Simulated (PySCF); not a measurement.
SMILES c1ccc(Cl)c(c1)CC at its GFN2-xTB optimised geometry (Å):

```
18

C     -1.6248    -2.4621     1.4643
C     -1.4978    -1.9400     0.0316
C     -0.7047    -0.6665     0.0000
C     -1.3450     0.5670     0.0096
C     -0.6324     1.7524     0.0128
C      0.7513     1.7255     0.0069
C      1.4150     0.5120     0.0000
C      0.6873    -0.6665     0.0000
Cl     1.5591    -2.1656    -0.0074
H     -2.1126    -1.7224     2.0954
H     -0.6425    -2.6739     1.8787
H     -2.2121    -3.3771     1.4811
H     -2.4934    -1.7571    -0.3768
H     -1.0075    -2.6961    -0.5838
H     -2.4252     0.5909     0.0122
H     -1.1566     2.6961     0.0184
H      1.3165     2.6450     0.0073
H      2.4934     0.4743    -0.0042
```

Calculation: PySCF with CAM-B3LYP/def2-SVP. Cells within 0.4 Å of a nucleus heavier than hydrogen are left out (blank, or x).

Map of the electron localisation function on the plane z = 0.0 Å:

```
|0000000000000000000000000000000|
|0000000000000000000000000000000|
|0000000000000000000000000000000|
|0000000002676200003652000000000|
|0000000028999700028999400000000|
|0000000069999920069999820000000|
|0000000069999940189999930000000|
|0000000039999951389999810000000|
|0000000005999856579998300000000|
|0000000000474xx96xx872000000000|
|000002220025xxx94xx530000000000|
|0000489974488348526853477620000|
|0001799999548843379757999971000|
|0001899999xxx520153xx9999982000|
|0000799999xx3620154xx9999992000|
|0000169997589844379758999971000|
|0000000111485x483x6852455310000|
|000000000025xxx9xxx520000000000|
|0000024542585x585x3632210000000|
|0000489997699845468877764100000|
|0001699998xx7620267217987400000|
|0000599997xx4410273xx1987410000|
|0000158885138710485xx1886410000|
|0000002333589820589316875200000|
|0000000001478810489887643100000|
|0000000000146500267764321000000|
|0000000000001100035432100000000|
|0000000000000000002211000000000|
|0000000000000000000000000000000|
|0000000000000000000000000000000|
|0000000000000000000000000000000|
```
Scale: ten equal steps from 0.000 (start of '0') to 1.000 (end of '9'), in the order '0123456789'; x runs from -5.00 to 5.00, y from -5.00 (bottom) to 5.00 (top).
